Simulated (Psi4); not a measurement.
Input for Psi4: SAPT0/aug-cc-pVDZ on H5NSe (a complex), monomers drawn apart or pushed together.

```
memory 8100 MB

molecule dimer {
0 1
N    -0.06812484   -0.19824362    0.01565491
H    -0.97935394   -0.30565649   -0.41507422
H     0.38346057    0.60051671   -0.41481351
H     0.47875980   -1.02166890   -0.20822339
--
0 1
Se   -0.40647497    0.24605364    3.93503633
H     0.92129519    0.86575862    4.05621759
H    -0.25597907    0.09341175    2.46361146
units angstrom
symmetry c1
no_reorient
no_com
}

set {
  basis aug-cc-pVDZ
  scf_type df
  freeze_core true
}

energy('sapt0')
```

Output:

```
[...]
==> Input File <==

--------------------------------------------------------------------------
memory 8100 MB

molecule dimer {
0 1
N    -0.06812484   -0.19824362    0.01565491
H    -0.97935394   -0.30565649   -0.41507422
H     0.38346057    0.60051671   -0.41481351
H     0.47875980   -1.02166890   -0.20822339
--
0 1
Se   -0.40647497    0.24605364    3.93503633
H     0.92129519    0.86575862    4.05621759
H    -0.25597907    0.09341175    2.46361146
units angstrom
symmetry c1
no_reorient
no_com
}

set {
  basis aug-cc-pVDZ
  scf_type df
  freeze_core true
}

energy('sapt0')
--------------------------------------------------------------------------


   => Loading Basis Set <=

    Name: AUG-CC-PVDZ
    Role: ORBITAL
    Keyword: BASIS
    atoms 1        entry N          line   218 file aug-cc-pvdz.gbs
    atoms 2-4, 6-7 entry H          line    40 file aug-cc-pvdz.gbs
    atoms 5        entry SE         line  3217 file aug-cc-pvdz.gbs

   => Loading Basis Set <=

    Name: AUG-CC-PVDZ
    Role: ORBITAL
    Keyword: BASIS
    atoms 1        entry N          line   218 file aug-cc-pvdz.gbs
    atoms 2-4, 6-7 entry H          line    40 file aug-cc-pvdz.gbs
    atoms 5        entry SE         line  3217 file aug-cc-pvdz.gbs


  //>>>>>>>>>>>>>>>>>>>>>>>>>>>>>>>>>>>//
  //              Dimer HF             //
  //<<<<<<<<<<<<<<<<<<<<<<<<<<<<<<<<<<<//

   => Libint2 <=

    Primary   basis highest AM E, G, H:  7, 6, 3
    Auxiliary basis highest AM E, G, H:  7, 7, 4
    Onebody   basis highest AM E, G, H:  -, -, -
    Solid Harmonics ordering:            Gaussian


   => Loading Basis Set <=

    Name: AUG-CC-PVDZ
    Role: ORBITAL
    Keyword: BASIS
    atoms 1        entry N          line   218 file aug-cc-pvdz.gbs
    atoms 2-4, 6-7 entry H          line    40 file aug-cc-pvdz.gbs
    atoms 5        entry SE         line  3217 file aug-cc-pvdz.gbs


         ---------------------------------------------------------
                                   SCF
               by Justin Turney, Rob Parrish, Andy Simmonett
                          and Daniel G. A. Smith
                              RHF Reference
                        4 Threads,   7724 MiB Core
         ---------------------------------------------------------

  ==> Geometry <==

    Molecular point group: c1
    Full point group: C1

    Geometry (in Angstrom), charge = 0, multiplicity = 1:

       Center              X                  Y                   Z               Mass
    ------------   -----------------  -----------------  -----------------  -----------------
         N           -0.068124840000    -0.198243620000     0.015654910000    14.003074004430
         H           -0.979353940000    -0.305656490000    -0.415074220000     1.007825032230
         H            0.383460570000     0.600516710000    -0.414813510000     1.007825032230
         H            0.478759800000    -1.021668900000    -0.208223390000     1.007825032230
         SE          -0.406474970000     0.246053640000     3.935036330000    79.916521800000
         H            0.921295190000     0.865758620000     4.056217590000     1.007825032230
         H           -0.255979070000     0.093411750000     2.463611460000     1.007825032230

  Running in c1 symmetry.

  Rotational constants: A =      2.99312  B =      0.01317  C =      0.01315 [cm^-1]
  Rotational constants: A =  89731.55865  B =    394.88174  C =    394.19188 [MHz]
  Nuclear repulsion =   83.753486694382417

  Charge       = 0
  Multiplicity = 1
  Electrons    = 46
  Nalpha       = 23
  Nbeta        = 23

  ==> Algorithm <==

  SCF Algorithm Type is DF.
  DIIS enabled.
  MOM disabled.
  Fractional occupation disabled.
  Guess Type is SAD.
  Energy threshold   = 1.00e-08
  Density threshold  = 1.00e-08
  Integral threshold = 1.00e-12

  ==> Primary Basis <==

  Basis Set: AUG-CC-PVDZ
    Blend: AUG-CC-PVDZ
    Number of shells: 48
    Number of basis functions: 104
    Number of Cartesian functions: 109
    Spherical Harmonics?: true
    Max angular momentum: 2

   => Loading Basis Set <=

    Name: (AUG-CC-PVDZ AUX)
    Role: JKFIT
    Keyword: DF_BASIS_SCF
    atoms 1        entry N          line   212 file aug-cc-pvdz-jkfit.gbs
    atoms 2-4, 6-7 entry H          line    70 file aug-cc-pvdz-jkfit.gbs
    atoms 5        entry SE         line  1269 file aug-cc-pvdz-jkfit.gbs

  ==> Integral Setup <==

  DFHelper Memory: AOs need 0.039 GiB; user supplied 5.658 GiB.
  SCF_SUBTYPE=INCORE selected. In-core MEM_DF algorithm will be used.
  Using in-core AOs.

  ==> MemDFJK: Density-Fitted J/K Matrices <==

    J tasked:                   Yes
    K tasked:                   Yes
    wK tasked:                   No
    OpenMP threads:               4
    Algorithm:                 Core
    Schwarz Cutoff:           1E-12
    Mask sparsity (%):       0.7951
    Fitting Condition:        1E-10

   => Auxiliary Basis Set <=

  Basis Set: (AUG-CC-PVDZ AUX)
    Blend: AUG-CC-PVDZ-JKFIT
    Number of shells: 140
 
[...]
  100A      4.172982   101A      5.158759   102A      6.039803
     103A      6.040823   104A     25.431289

    Final Occupation by Irrep:
              A
    DOCC [    18 ]
    NA   [    18 ]
    NB   [    18 ]

  @DF-RHF Final Energy: -2400.34698907224492

   => Energetics <=

    Nuclear Repulsion Energy =             24.5860629577179211
    One-Electron Energy =               -3392.5407961685041300
    Two-Electron Energy =                 967.6077441385415341
    Total Energy =                      -2400.3469890722449236

Computation Completed


Properties will be evaluated at   0.000000,   0.000000,   0.000000 [a0]

Properties computed using the SCF density matrix


 Multipole Moments:

 ------------------------------------------------------------------------------------
     Multipole            Electronic (a.u.)      Nuclear  (a.u.)        Total (a.u.)
 ------------------------------------------------------------------------------------

 L = 1.  Multiply by 2.5417464519 to convert [e a0] to [Debye]
 Dipole X            :         25.0977607          -24.8590313            0.2387294
 Dipole Y            :        -17.5453511           17.6216850            0.0763340
 Dipole Z            :       -265.3611387          265.1494838           -0.2116549
 Magnitude           :                                                    0.3280493

 ------------------------------------------------------------------------------------

  Constructing Basis Sets for SAPT...

   => Loading Basis Set <=

    Name: (AUG-CC-PVDZ AUX)
    Role: RIFIT
    Keyword: DF_BASIS_SAPT
    atoms 1        entry N          line   158 file aug-cc-pvdz-ri.gbs
    atoms 2-4, 6-7 entry H          line    30 file aug-cc-pvdz-ri.gbs
    atoms 5        entry SE         line   900 file aug-cc-pvdz-ri.gbs

   => Loading Basis Set <=

    Name: (AUG-CC-PVDZ AUX)
    Role: JKFIT
    Keyword: DF_BASIS_ELST
    atoms 1        entry N          line   212 file aug-cc-pvdz-jkfit.gbs
    atoms 2-4, 6-7 entry H          line    70 file aug-cc-pvdz-jkfit.gbs
    atoms 5        entry SE         line  1269 file aug-cc-pvdz-jkfit.gbs


  //>>>>>>>>>>>>>>>>>>>>>>>>>>>>>>>>>>>//
  //               SAPT0               //
  //<<<<<<<<<<<<<<<<<<<<<<<<<<<<<<<<<<<//



        SAPT0
    Ed Hohenstein
     6 June 2009

      Orbital Information
  --------------------------
    NSO        =       104
    NMO        =       104
    NRI        =       317
    NRI (Elst) =       440
    NOCC A     =         5
    NOCC B     =        18
    FOCC A     =         1
    FOCC B     =         9
    NVIR A     =        99
    NVIR B     =        86

    Elst10,r            =    -0.006213507359 [Eh]
    Exch10              =     0.006128307683 [Eh]
    Exch10 (S^2)        =     0.006090970965 [Eh]

    Maxiter = 50
    CPHF R converge = 1.000000E-08

    Iter     Energy [mEh]          dE [mEh]         Residual      Time [s]
       1      -1.05424596       1.054245955     5.025167e-03             0
       2      -1.35236367       0.298117714     1.080947e-03             0
       3      -1.34795305      -0.004410617     3.537437e-04             0
       4      -1.34508180      -0.002871252     9.479030e-05             0
       5      -1.34515495       0.000073146     2.296432e-05             0
       6      -1.34538775       0.000232802     3.597313e-06             0
       7      -1.34534926      -0.000038492     5.283303e-07             0
       8      -1.34535299       0.000003738     9.377282e-08             0
       9      -1.34535253      -0.000000464     2.576255e-08             0
      10      -1.34535261       0.000000082     2.843635e-09             0

    CHF Iterations converged

    Maxiter = 50
    CPHF R converge = 1.000000E-08

    Iter     Energy [mEh]          dE [mEh]         Residual      Time [s]
       1      -0.99133359       0.991333593     5.225950e-03             0
       2      -1.06890275       0.077569153     1.599768e-03             0
       3      -1.12510788       0.056205131     3.634944e-04             0
       4      -1.11901375      -0.006094131     1.080961e-04             0
       5      -1.11826009      -0.000753656     1.996989e-05             0
       6      -1.11855229       0.000292195     4.311003e-06             0
       7      -1.11853083      -0.000021460     9.211271e-07             0
       8      -1.11852458      -0.000006248     1.904111e-07             0
       9      -1.11852595       0.000001371     4.150906e-08             0
      10      -1.11852578      -0.000000175     6.753260e-09             0

    CHF Iterations converged

    Ind20,r (A<-B)      =    -0.001345352612 [Eh]
    Ind20,r (B<-A)      =    -0.001118525776 [Eh]
    Ind20,r             =    -0.002463878388 [Eh]
    Exch-Ind20,r (A<-B) =     0.000929653667 [Eh]
    Exch-Ind20,r (B<-A) =     0.000343704297 [Eh]
    Exch-Ind20,r        =     0.001273357964 [Eh]
    Disp20              =    -0.003065588286 [Eh]
    Disp20 (SS)         =    -0.001532794143 [Eh]
    Disp20 (OS)         =    -0.001532794143 [Eh]
    Exch-Disp20         =     0.000478080746 [Eh]
    Exch-Disp20 (SS)    =     0.000297676261 [Eh]
    Exch-Disp20 (OS)    =     0.000180404485 [Eh]

    SAPT Results
  --------------------------------------------------------------------------------------------------------
    Electrostatics                 -6.21350736 [mEh]      -3.89903473 [kcal/mol]     -16.31356132 [kJ/mol]
      Elst10,r                     -6.21350736 [mEh]      -3.89903473 [kcal/mol]     -16.31356132 [kJ/mol]

    Exchange                        6.12830768 [mEh]       3.84557113 [kcal/mol]      16.08986960 [kJ/mol]
      Exch10                        6.12830768 [mEh]       3.84557113 [kcal/mol]      16.08986960 [kJ/mol]
      Exch10(S^2)                   6.09097097 [mEh]       3.82214199 [kcal/mol]      15.99184207 [kJ/mol]

    Induction                      -2.29064034 [mEh]      -1.43739852 [kcal/mol]      -6.01407539 [kJ/mol]
      Ind20,r                      -2.46387839 [mEh]      -1.54610703 [kcal/mol]      -6.46891182 [kJ/mol]
      Exch-Ind20,r                  1.27335796 [mEh]       0.79904419 [kcal/mol]       3.34320087 [kJ/mol]
      delta HF,r (2)               -1.10011992 [mEh]      -0.69033567 [kcal/mol]      -2.88836445 [kJ/mol]

    Dispersion                     -2.58750754 [mEh]      -1.62368549 [kcal/mol]      -6.79350011 [kJ/mol]
      Disp20                       -3.06558829 [mEh]      -1.92368569 [kcal/mol]      -8.04870094 [kJ/mol]
      Exch-Disp20                   0.47808075 [mEh]       0.30000020 [kcal/mol]       1.25520083 [kJ/mol]
      Disp20 (SS)                  -1.53279414 [mEh]      -0.96184285 [kcal/mol]      -4.02435047 [kJ/mol]
      Disp20 (OS)                  -1.53279414 [mEh]      -0.96184285 [kcal/mol]      -4.02435047 [kJ/mol]
      Exch-Disp20 (SS)              0.29767626 [mEh]       0.18679467 [kcal/mol]       0.78154892 [kJ/mol]
      Exch-Disp20 (OS)              0.18040448 [mEh]       0.11320552 [kcal/mol]       0.47365191 [kJ/mol]

  Total HF                         -2.37584002 [mEh]      -1.49086212 [kcal/mol]      -6.23776711 [kJ/mol]
  Total SAPT0                      -4.96334756 [mEh]      -3.11454762 [kcal/mol]     -13.03126722 [kJ/mol]

  Special recipe for scaled SAPT0 (see Manual):
    Electrostatics sSAPT0          -6.21350736 [mEh]      -3.89903473 [kcal/mol]     -16.31356132 [kJ/mol]
    Exchange sSAPT0                 6.12830768 [mEh]       3.84557113 [kcal/mol]      16.08986960 [kJ/mol]
    Induction sSAPT0               -2.26708004 [mEh]      -1.42261421 [kcal/mol]      -5.95221784 [kJ/mol]
    Dispersion sSAPT0              -2.57866185 [mEh]      -1.61813474 [kcal/mol]      -6.77027576 [kJ/mol]
  Total sSAPT0                     -4.93094157 [mEh]      -3.09421255 [kcal/mol]     -12.94618532 [kJ/mol]
  --------------------------------------------------------------------------------------------------------



*** Psi4 exiting successfully. Buy a developer a beer!
```

The run finished.

Cost: very roughly 30 core-seconds.
